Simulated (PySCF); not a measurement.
# Se²⁺: ionisation energy

Se²⁺ [Ar] 3d10 4s2 4p2 (3P) → Se³⁺ [Ar] 3d10 4s2 4p1 (2P), as a difference of total energies. Calculation: PySCF 2.14, in def2-TZVPPD (7s6p5d1f, 57 functions); no relativity, point nucleus. Correlated levels: valence and next inner shell: [Ne] frozen. The calculations carry no spin-orbit coupling.

```csv
method,ionisation energy (eV),plus first-order spin-orbit estimate,difference from reference of that sum (eV)
UHF,30.949,30.912,-0.785
MP2 (valence and next inner shell),31.423,31.386,-0.311
SCS-MP2 (valence and next inner shell),31.318,31.281,-0.416
CCSD (valence and next inner shell),31.422,31.385,-0.312
CCSD(T) (valence and next inner shell),31.450,31.413,-0.284
```

Reference: 31.697 ± 0.019 eV (measured; NIST Atomic Spectra Database, ionization energies).

A first-order spin-orbit estimate (lowest level to lowest level, LS coupling) adds -0.037 eV.

These non-relativistic numbers lack the scalar-relativistic shift.

Errors of the correlated levels include the incompleteness of this basis and the frozen core.
